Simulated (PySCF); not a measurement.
Ionising RbBe

r²SCAN; basis Rb x2c-SVPall, Be x2c-SVPall; spin-free X2C with a Gaussian nucleus; PySCF 2.14. Neutral (UKS): doublet (σ ↑), Re = 3.557 Å, ωe = 153 cm⁻¹, De = 0.41 eV, HOMO -2.57 eV, LUMO -1.52 eV.

RbBe⁺ (UKS): singlet (closed shell), Re = 3.737 Å, ωe = 112 cm⁻¹, De = 0.22 eV to Rb⁺ + Be. The energies at the minima are -2995.32329 hartree for RbBe and -2995.16617 for RbBe⁺.

Task: Work out the adiabatic ionisation energy, without and with harmonic zero-point energies (1 hartree = 27.2114 eV, 1 eV = 8065.5 cm⁻¹), and the change of the bond length.

Result: At r²SCAN: 0.15712 hartree = 4.275 eV between the minima; the zero-point term (112.0 − 153.0)/2 cm⁻¹ = -0.003 eV makes it 4.273 eV. Re changes by +18.0 pm against the neutral. The electron leaves a σ orbital; in so polar a molecule the change of length follows mostly from the change of the ionic charges.

Closed-shell solutions of metal pairs were not tested for spin polarisation, which can lower them a little. Weak bonds: RbBe, RbBe⁺. Basis-set superposition, not corrected here, can be much of De in a small basis, most of all at correlated wavefunction levels. For an ion De counts to the pair picked by the measured ionisation energies or electron affinities, which need not be the lowest pair at this level. States were picked by a PBE0 search and need not be the measured ground states.
